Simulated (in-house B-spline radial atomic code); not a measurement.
Configurations of Sm V (Sm4+), with energies counted from [Xe] 4f4. Method: Dirac-Hartree-Fock, average of configuration, Fermi nucleus of rms radius 5.0819 fm. Calculated with a B-spline radial code for spherical atoms. Energies include first-order Breit, QED and recoil terms.

Occupations are held fixed; configurations that lie above the ionisation limit could autoionise.

```tsv
configuration	E - E(ref) (eV)	highest orbital	its <r> (bohr)
[Kr] 4d10 4f4 5s2 5p5 5d1	28.505	5d5/2	2.012
[Xe] 4f3 6p1	29.409	6p3/2	3.379
[Kr] 4d10 4f4 5s2 5p5 6s1	34.982	6s1/2	2.95
[Xe] 4f3 8s1	46.534	8s1/2	7.924
[Kr] 4d10 4f4 5s2 5p5 6d1	49.42	6d5/2	4.336
[Xe] 4f3 8d1	50.116	8d5/2	10.37
[Kr] 4d10 4f4 5s2 5p5 6g1	61.313	6g7/2	8.69
[Kr] 4d10 4f4 5s2 5p5 7g1	63.832	7g7/2	12.56
[Kr] 4d9 4f5 5s2 5p6	134.71	4f7/2	0.8237
[Kr] 4d9 4f4 5s2 5p6 7p1	177.35	7p3/2	5.77
[Kr] 4d9 4f4 5s2 5p6 9s1	185.84	9s1/2	11.3
```

**Question.** Order these further configurations by energy, lowest first.
A. [Kr] 4d10 4f4 5s2 5p5 5g1
B. [Xe] 4f3 6d1
C. [Kr] 4d10 4f4 5s2 5p5 9s1
D. [Kr] 4d9 4f4 5s2 5p6 8g1
E. [Xe] 4f3 6g1

**Answer.** B (37.845 eV), E (50.01 eV), A (57.154 eV), C (61.807 eV), D (189.56 eV).

**Question.** How far above the reference does [Kr] 4d9 4f4 5s2 5p6 6s1 lie?

**Answer.** 158.56 eV; its least bound orbital is 6s1/2 with <r> = 2.911 bohr.

**Question.** How far above the reference does [Xe] 4f3 9g1 lie?

**Answer.** 55.293 eV; its least bound orbital is 9g7/2 with <r> = 22.09 bohr.

**Question.** How far above the reference does [Kr] 4d10 4f4 5s2 5p5 8d1 lie?

**Answer.** 61.486 eV; its least bound orbital is 8d5/2 with <r> = 10.45 bohr.

**Question.** One of these lies 187.9 eV from the reference. Which?
A. [Xe] 4f3 6s1
B. [Xe] 4f3 7g1
C. [Kr] 4d9 4f4 5s2 5p6 7g1
D. [Kr] 4d9 4f4 5s2 5p6 8p1

**Answer.** C.
